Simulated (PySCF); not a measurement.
## MBi cations for M along group 13

MP2 with double-zeta basis sets in PySCF, for the lowest determinant that a PBE0 search found; no spin–orbit coupling. De refers to high-spin ground-configuration atoms (the charge goes to the atom of lower measured ionisation energy or higher electron affinity, which is not always the lowest computed limit).

```json
{"M": "B", "basis": "aug-cc-pVDZ-PP/aug-cc-pVDZ", "reference, frozen orbitals": "UHF, 5", "charged atom": "Bi+", "state (unpaired electrons)": "quartet (σ ↑, π ↑↑)", "Re (Å)": "2.277", "ωe (cm⁻¹)": "456", "De (eV)": "n/a"}
{"M": "Al", "basis": "cc-pV(D+d)Z/cc-pVDZ-PP", "reference, frozen orbitals": "UHF, 9", "charged atom": "Al+", "state (unpaired electrons)": "quartet (σ ↑, π ↑↑)", "Re (Å)": "3.024", "ωe (cm⁻¹)": "133", "De (eV)": "n/a"}
{"M": "Ga", "basis": "cc-pVDZ-PP", "reference, frozen orbitals": "UHF, 8", "charged atom": "Ga+", "state (unpaired electrons)": "quartet (σ ↑, π ↑↑)", "Re (Å)": "3.104", "ωe (cm⁻¹)": "85.3", "De (eV)": "n/a"}
{"M": "In", "basis": "def2-SVP", "reference, frozen orbitals": "UHF, 8", "charged atom": "In+", "state (unpaired electrons)": "quartet (σ ↑, π ↑↑)", "Re (Å)": "3.329", "ωe (cm⁻¹)": "62.3", "De (eV)": "n/a"}
{"M": "Tl", "basis": "def2-SVP", "reference, frozen orbitals": "UHF, 8", "charged atom": "Tl+", "state (unpaired electrons)": "quartet (σ ↑, π ↑↑)", "Re (Å)": "3.478", "ωe (cm⁻¹)": "48.7", "De (eV)": "n/a"}
```

The shortest bond is that of BiB⁺ (2.277 Å), the longest that of TlBi⁺ (3.478 Å).

The rows differ in basis set, which adds steps of its own.

Down a group the atoms grow and get heavier, so bonds lengthen and wavenumbers fall; this series shows no clear exception.

Correlated steps freeze the inner cores (5 to 9 orbitals); shallow outer-core shells are correlated. These are scalar-relativistic numbers at best; spin–orbit coupling would shift them, the dissociation energy most. States were picked by a PBE0 search and need not be the measured ground states.
